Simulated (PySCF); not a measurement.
Isomers of C7H12. Method used: PBE0-D3(BJ)/def2-SVP geometry optimisation, gas phase in PySCF 2.14.0. One conformer each; no zero-point energy, no entropy. No frequencies were run at this level. Point groups hold within 0.08 Å.

Problem. Rank from lowest to highest electronic energy at this level (kJ/mol).
A. `C1C[C@H]2C[C@@H](C1)C2`
B. `[CH2:1]=[CH:2][C:3](=[CH2:4])[CH:5]([CH3:6])[CH3:7]` with C1–C2–C3–C4 -176°, C2–C3–C5–C6 -158°
C. `[CH2:1]1[CH2:2][C@@H:3]2[CH2:4][CH2:5][C@@H:6]2[CH2:7]1` with C7–C1–C2–C3 38°, C1–C2–C3–C4 74°, C2–C3–C4–C5 -108°, C3–C4–C5–C6 0°
D. `[CH3:1][CH2:2][C:3]1=[CH:4][CH2:5][CH2:6][CH2:7]1` with C1–C2–C3–C4 -116°, C3–C4–C5–C6 14°, C4–C5–C6–C7 -22°, C5–C6–C7–C3 22°, C2–C3–C7–C6 168°
E. `[CH:1]#[C:2][CH2:3][C@@H:4]([CH3:5])[CH2:6][CH3:7]` with C2–C3–C4–C5 -66°, C3–C4–C6–C7 57°
F. `[CH3:1][CH2:2][CH2:3][C:4]1=[CH:5][CH2:6][CH2:7]1` with C1–C2–C3–C4 -63°, C2–C3–C4–C5 121°
G. `C[C@H]1[C@@H]2CC[C@H]1C2`

Solution. D (0.0), C (5.9), A (15.2), G (42.9), B (89.9), F (100.0), E (158.5).

As drawn, the lowest has a C=C bond outside aromatic rings, which the highest lacks; the highest has a C≡C bond, which the lowest lacks. Neighbours about 10 kJ/mol apart or less (CCC1=CCCC1 and C1C[C@@H]2CC[C@@H]2C1; C1C[C@@H]2CC[C@@H]2C1 and C1C[C@H]2C[C@@H](C1)C2; C=CC(=C)C(C)C and CCCC1=CCC1) can change places with a better method, another conformer or zero-point energy.

```csv
SMILES,E (Eh),E rel (kJ/mol),dipole (D),point group,"A, B, C (MHz)"
CCC1=CCCC1,-273.44370,0.0,0.28,C1,"5713, 1719, 1471"
C1C[C@@H]2CC[C@@H]2C1,-273.44144,5.9,0.13,Cs,"4190, 2888, 2233"
C1C[C@H]2C[C@@H](C1)C2,-273.43793,15.2,0.09,Cs,"3811, 3208, 2504"
C[C@H]1[C@@H]2CC[C@H]1C2,-273.42736,42.9,0.15,Cs,"4803, 2401, 2337"
C=CC(=C)C(C)C,-273.40945,89.9,0.26,C1,"3502, 2095, 1568"
CCCC1=CCC1,-273.40560,100.0,0.39,C1,"5186, 1553, 1527"
C#CC[C@@H](C)CC,-273.38333,158.5,0.66,C1,"3027, 2031, 1520"
```

Problem. As an exercise, what shares would exp(−E/RT) give at 500 K from these electronic energies alone (no entropy, no degeneracies)?

Solution. RT = 4.157 kJ/mol: CCC1=CCCC1 79.0 %, C1C[C@@H]2CC[C@@H]2C1 19.0 %, C1C[C@H]2C[C@@H](C1)C2 2.1 %, C[C@H]1[C@@H]2CC[C@H]1C2 under 0.1 %, C=CC(=C)C(C)C under 0.1 %, CCCC1=CCC1 under 0.1 %, C#CC[C@@H](C)CC under 0.1 %.
